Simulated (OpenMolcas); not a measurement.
## Mn4+: effect of the metal basis

Mn4+ with its 6 nearest chloride ions at 2.344 Å, on the Zr site of Cs2ZrCl6 (a = 10.407 Å, distance in the model lattice 2.446 Å). The rest of the host is ab initio model potentials to 7.6 Å and point charges beyond; the distance is set by hand and nothing relaxes.

- Program: OpenMolcas
- Method: SS-CASPT2, IPEA 0.25 Eh, imaginary shift 0.1 Eh (closed shells correlated: 3s 3p and the ligand valence shells)
- Spin-orbit coupling: state interaction with AMFI integrals over the reference wave functions

Fixed: ligand basis ANO-RCC-VDZP, active space 3 electrons in 5 orbitals (3d), DKH2 Hamiltonian.

States (labels of O, the rotations of Oh). Energies in cm-1 above the lowest state or level, χT in cm3 K/mol.

```tsv
Run	Metal basis	Ground state	First state of that spin	First gap with spin-orbit (degeneracies)	χT at 300 K	First state of another spin	Cost
A	ANO-RCC-VDZP	4A2	4T2 28110	12520 (4, 4)	1.856	2E 12530	roughly 4 core-minutes
B	ANO-RCC-VTZP	4A2	4T2 28540	11590 (4, 4)	1.856	2E 11600	roughly 6 core-minutes
```

Against A, the first state of the same spin changes by +1.5 % in B.

Costs are those of the CASPT2 steps.

Roots that are degenerate in the reference are averaged as groups; the widest CASPT2 spread within a group is 780 cm-1 (the 2-fold group of multiplicity 2 near 38400 cm-1 above the lowest state of its run, B). Shifts and gaps below about the spread of the groups concerned are not significant. Over all roots computed the reference weight is 0.57 to 0.62 in A, 0.57 to 0.61 in B; a low but even weight reflects the number of correlated electrons. Ligand-to-metal charge-transfer states are missing. With no ligand orbital active B as a rule stays too high, so bands that hang on it stand too high and its fall with covalency is understated. With one d shell and no ligand orbital active, 10Dq can be off by a tenth or more. The least metal-like active orbital is 66 % on the metal (Löwdin) and no ligand orbital is active, so the numbers are rough (holds for A). The least metal-like active orbital is 68 % on the metal (Löwdin) and no ligand orbital is active, so the numbers are rough (holds for B). No measured value stands beside these numbers; the geometry was set by hand and not optimised.
